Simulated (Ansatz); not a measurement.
Be₂Te₂⁺, that is (BeTe)2 ring with one electron fewer. Total charge 1; doublet. Geometry PBE0-D4/def2-TZVP, that of the neutral singlet; atoms count from 1.

Cartesian coordinates in Å:
```
Be 0.4668 -0.7712 0.5206
Te 1.6318 0.2071 -1.1563
Be -0.4668 0.7712 -0.5206
Te -1.6318 -0.2071 1.1563
```

In the def2 sets Te takes a core potential; there is no spin–orbit coupling.

Estimate the Mulliken populations from the PBE0/def2-TZVP orbitals of Ansatz.


| atom | charge (e) | spin (α − β) |
| --- | --- | --- |
| Be1 | 0.12 | -0.12 |
| Te2 | 0.38 | 0.62 |
| Be3 | 0.12 | -0.12 |
| Te4 | 0.38 | 0.62 |
Mulliken values depend strongly on the basis.

Where does the spin sit?

Summed by element: Be -0.23, Te 1.23, of 1 unpaired in all. Largest on single atoms: Te2 0.62, Te4 0.62, Be1 -0.12.

And the Mayer bond orders between heavy atoms (over 0.3)?

Be1–Te2 1.12 (2.26 Å); Be1–Be3 0.43 (2.08 Å); Be1–Te4 1.12 (2.26 Å); Te2–Be3 1.12 (2.26 Å); Be3–Te4 1.12 (2.26 Å).
